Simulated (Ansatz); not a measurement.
Ansatz (an electronic-structure program) input for C₃H₆BNO, SMILES CC#CB(N)O, PBE-D3(BJ)/def2-SVP. 

Ansatz 0.2 input:
```yaml
crystal:
  periodic: [false, false, false]
  atoms:
    - {symbol: C, position_ang: [3.02099126, 0.04984063, 0.36909825]}
    - {symbol: C, position_ang: [1.56637211, 0.02629181, 0.19241768]}
    - {symbol: C, position_ang: [0.35944319, 0.00141863, 0.04729436]}
    - {symbol: B, position_ang: [-1.18439808, -0.00727294, -0.15155057]}
    - {symbol: N, position_ang: [-1.96220299, -1.06832323, 0.34749611]}
    - {symbol: O, position_ang: [-1.81619378, 1.01863420, -0.81693153]}
    - {symbol: H, position_ang: [3.41747858, 1.06988626, 0.24745658]}
    - {symbol: H, position_ang: [3.51262860, -0.59829656, -0.37325514]}
    - {symbol: H, position_ang: [3.29969281, -0.30934255, 1.37204268]}
    - {symbol: H, position_ang: [-2.96698775, -1.09643937, 0.23077976]}
    - {symbol: H, position_ang: [-1.56507265, -1.85243599, 0.84449196]}
    - {symbol: H, position_ang: [-1.19161725, 1.68687534, -1.11364530]}
basis:
  gaussian:
    orbitals: def2-SVP
hamiltonian:
  xc: pbe
  dispersion: d3bj
relax: {f_tol: 0.002, max_steps: 200}
```

Program output:

```
WARN ansatz: RAYON_NUM_THREADS=2 ignored (pool sized by the plan → 2); use --threads N
Functional definition: PBE
integrals: 0.05 GiB planned
1291 factors; their error is unknown
mean field: 0.31 GiB planned
mean field evaluation 1: about -7393.2152 eV, gradient 8.5e1 eV
mean field evaluation 2: about -7372.8039 eV, gradient 1.3e2 eV
mean field evaluation 4: about -7408.4289 eV, gradient 1.3e1 eV
mean field evaluation 8: about -7408.8266 eV, gradient 3.1e-1 eV
mean field evaluation 16: about -7408.7830 eV, gradient 1.1e-3 eV
mean field -7408.78297661 eV, -272.2677525370 hartree, gradient 4.0e-5 eV, S^2 0.000000; 0 other end points of the search recorded, 0 dependent functions left out
the calculation of the forces begins
reference -7408.78301622 eV, -272.2677539926 hartree; 22, 22 occupied and 92, 92 virtual orbitals, 1291 factors
relax step   1: F+E_penalty+E_count = -7408.99143551 eV  Δ(F+E_penalty+E_count) = +0.000e0 eV  max|allowed force component| = 1.766e0 eV/Å  Δτ_max = 0.0000 Å  (29 SCF iters, accepted)
these checks for a lower state are left out or cut short: starts, cluster_reference, orbital_swaps, neighbouring_geometries, increment
integrals: 0.05 GiB planned
1291 factors; their error is unknown
mean field: 0.31 GiB planned
mean field -7408.80765135 eV, -272.2686593170 hartree, gradient 1.1e-5 eV, S^2 0.000000; 0 other end points of the search recorded, 0 dependent functions left out
the calculation of the forces begins
reference -7408.80769109 eV, -272.2686607772 hartree; 22, 22 occupied and 92, 92 virtual orbitals, 1291 factors
relax step   2: F+E_penalty+E_count = -7409.01553762 eV  Δ(F+E_penalty+E_count) = -2.410e-2 eV  max|allowed force component| = 3.051e-1 eV/Å  Δτ_max = 0.0111 Å  (32 SCF iters, accepted)
these checks for a lower state are left out or cut short: starts, cluster_reference, orbital_swaps, neighbouring_geometries, increment
integrals: 0.05 GiB planned
1291 factors; their error is unknown
mean field: 0.31 GiB planned
mean field evaluation 32: about -7408.8100 eV, gradient 1.1e-5 eV
mean field -7408.80997982 eV, -272.2687448864 hartree, gradient 1.1e-5 eV, S^2 0.000000; 0 other end points of the search recorded, 0 dependent functions left out
the calculation of the forces begins
reference -7408.81001957 eV, -272.2687463475 hartree; 22, 22 occupied and 92, 92 virtual orbitals, 1291 factors
relax step   3: F+E_penalty+E_count = -7409.01785121 eV  Δ(F+E_penalty+E_count) = -2.314e-3 eV  max|allowed force component| = 8.907e-2 eV/Å  Δτ_max = 0.0039 Å  (33 SCF iters, accepted)
these checks for a lower state are left out or cut short: starts, cluster_reference, orbital_swaps, neighbouring_geometries, increment
integrals: 0.05 GiB planned
1291 factors; their error is unknown
mean field: 0.31 GiB planned
mean field -7408.81022379 eV, -272.2687538525 hartree, gradient 1.4e-5 eV, S^2 0.000000; 0 other end points of the search recorded, 0 dependent functions left out
the calculation of the forces begins
reference -7408.81026354 eV, -272.2687553132 hartree; 22, 22 occupied and 92, 92 virtual orbitals, 1291 factors
relax step   4: F+E_penalty+E_count = -7409.01813143 eV  Δ(F+E_penalty+E_count) = -2.802e-4 eV  max|allowed force component| = 2.313e-2 eV/Å  Δτ_max = 0.0043 Å  (25 SCF iters, accepted)
these checks for a lower state are left out or cut short: starts, cluster_reference, orbital_swaps, neighbouring_geometries, increment
integrals: 0.05 GiB planned
1291 factors; their error is unknown
mean field: 0.31 GiB planned
mean field -7408.81024423 eV, -272.2687546036 hartree, gradient 2.0e-5 eV, S^2 0.000000; 0 other end points of the search recorded, 0 dependent functions left out
the calculation of the forces begins
reference -7408.81028398 eV, -272.2687560641 hartree; 22, 22 occupied and 92, 92 virtual orbitals, 1291 factors
relax step   5: F+E_penalty+E_count = -7409.01818227 eV  Δ(F+E_penalty+E_count) = -5.085e-5 eV  max|allowed force component| = 1.232e-2 eV/Å  Δτ_max = 0.0051 Å  (24 SCF iters, accepted)
these checks for a lower state are left out or cut short: starts, cluster_reference, orbital_swaps, neighbouring_geometries, increment
integrals: 0.05 GiB planned
1291 factors; their error is unknown
mean field: 0.31 GiB planned
mean field -7408.81024433 eV, -272.2687546072 hartree, gradient 1.8e-5 eV, S^2 0.000000; 0 other end points of the search recorded, 0 dependent functions left out
the calculation of the forces begins
reference -7408.81028407 eV, -272.2687560677 hartree; 22, 22 occupied and 92, 92 virtual orbitals, 1291 factors
relax step   6: F+E_penalty+E_count = -7409.01818229 eV  Δ(F+E_penalty+E_count) = -1.378e-8 eV  max|allowed force component| = 1.240e-2 eV/Å  Δτ_max = 0.0001 Å  (18 SCF iters, accepted)
these checks for a lower state are left out or cut short: starts, cluster_reference, orbital_swaps, neighbouring_geometries, increment
integrals: 0.05 GiB planned
1291 factors; their error is unknown
mean field: 0.31 GiB planned
mean field -7408.81022615 eV, -272.2687539391 hartree, gradient 1.3e-5 eV, S^2 0.000000; 0 other end points of the search recorded, 0 dependent functions left out
the calculation of the forces begins
reference -7408.81026589 eV, -272.2687553994 hartree; 22, 22 occupied and 92, 92 virtual orbitals, 1291 factors
relax step   7: F+E_penalty+E_count = -7409.01818756 eV  Δ(F+E_penalty+E_count) = -5.274e-6 eV  max|allowed force component| = 1.098e-2 eV/Å  Δτ_max = 0.0051 Å  (24 SCF iters, accepted)
these checks for a lower state are left out or cut short: starts, cluster_reference, orbital_swaps, neighbouring_geometries, increment
integrals: 0.05 GiB planned
1291 factors; their error is unknown
mean field: 0.31 GiB planned
mean field -7408.81025144 eV, -272.2687548684 hartree, gradient 6.9e-6 eV, S^2 0.000000; 0 other end points of the search recorded, 0 dependent functions left out
the calculation of the forces begins
reference -7408.81029118 eV, -272.2687563288 hartree; 22, 22 occupied and 92, 92 virtual orbitals, 1291 factors
relax step   8: F+E_penalty+E_count = -7409.01820383 eV  Δ(F+E_penalty+E_count) = -1.627e-5 eV  max|allowed force component| = 3.075e-3 eV/Å  Δτ_max = 0.0014 Å  (24 SCF iters, accepted)
these checks for a lower state are left out or cut short: starts, cluster_reference, orbital_swaps, neighbouring_geometries, increment
integrals: 0.05 GiB planned
1291 factors; their error is unknown
mean field: 0.31 GiB planned
mean field evaluation 64: about -7408.8103 eV, gradient 1.7e-5 eV
mean field -7408.81025430 eV, -272.2687549736 hartree, gradient 6.6e-5 eV, S^2 0.000000; 0 other end points of the search recorded, 0 dependent functions left out
the calculation of the forces begins
reference -7408.81029404 eV, -272.2687564339 hartree; 22, 22 occupied and 92, 92 virtual orbitals, 1291 factors
relax step   9: F+E_penalty+E_count = -7409.01820551 eV  Δ(F+E_penalty+E_count) = -1.681e-6 eV  max|allowed force component| = 2.140e-3 eV/Å  Δτ_max = 0.0006 Å  (20 SCF iters, accepted)
these checks for a lower state are left out or cut short: starts, cluster_reference, orbital_swaps, neighbouring_geometries, increment
integrals: 0.05 GiB planned
1291 factors; their error is unknown
mean field: 0.32 GiB planned
mean field -7408.81025803 eV, -272.2687551106 hartree, gradient 1.3e-5 eV, S^2 0.000000; 0 other end points of the search recorded, 0 dependent functions left out
the calculation of the forces begins
reference -7408.81029776 eV, -272.2687565708 hartree; 22, 22 occupied and 92, 92 virtual orbitals, 1291 factors
relax step  10: F+E_penalty+E_count = -7409.01820714 eV  Δ(F+E_penalty+E_count) = -1.624e-6 eV  max|allowed force component| = 1.855e-3 eV/Å  Δτ_max = 0.0013 Å  (23 SCF iters, accepted)
integrals: 0.05 GiB planned
1291 factors; their error is unknown
mean field: 0.32 GiB planned
mean field -7408.81025803 eV, -272.2687551106 hartree, gradient 1.2e-5 eV, S^2 0.000000; 1 other end points of the search recorded, 0 dependent functions left out
the calculation of the forces begins
reference -7408.81029776 eV, -272.2687565708 hartree; 22, 22 occupied and 92, 92 virtual orbitals, 1291 factors
Total energy: -7409.01824687 eV, -272.2763985596 hartree
Atom 0 at     3.017953     0.053281     0.366910 Å, force    -0.001811    -0.000115    -0.000139 eV/Å
Atom 1 at     1.572937     0.024677     0.194358 Å, force     0.001172     0.000495    -0.000111 eV/Å
Atom 2 at     0.350324    -0.005558     0.050137 Å, force    -0.000415    -0.000444     0.000585 eV/Å
Atom 3 at    -1.182057    -0.009115    -0.150179 Å, force     0.001855    -0.000290    -0.000461 eV/Å
Atom 4 at    -1.971781    -1.070302     0.347646 Å, force    -0.001166     0.000017     0.000063 eV/Å
Atom 5 at    -1.821948     1.021759    -0.819968 Å, force    -0.000143     0.000628    -0.000043 eV/Å
Atom 6 at     3.424610     1.079403     0.245909 Å, force     0.000075     0.000053    -0.000003 eV/Å
Atom 7 at     3.525150    -0.595236    -0.378558 Å, force     0.000104    -0.000001    -0.000037 eV/Å
Atom 8 at     3.313672    -0.307254     1.374720 Å, force     0.000088    -0.000041     0.000011 eV/Å
Atom 9 at    -2.983888    -1.095345     0.228045 Å, force     0.000537    -0.000059     0.000195 eV/Å
Atom 10 at    -1.578091    -1.862277     0.849150 Å, force    -0.000008     0.000003    -0.000058 eV/Å
Atom 11 at    -1.176748     1.686802    -1.112474 Å, force    -0.000290    -0.000247    -0.000002 eV/Å
Dipole moment:     0.272985    -0.108828     0.095229 e Å
```

The calculation finished and met its thresholds.

Cost: roughly 28 core-seconds.
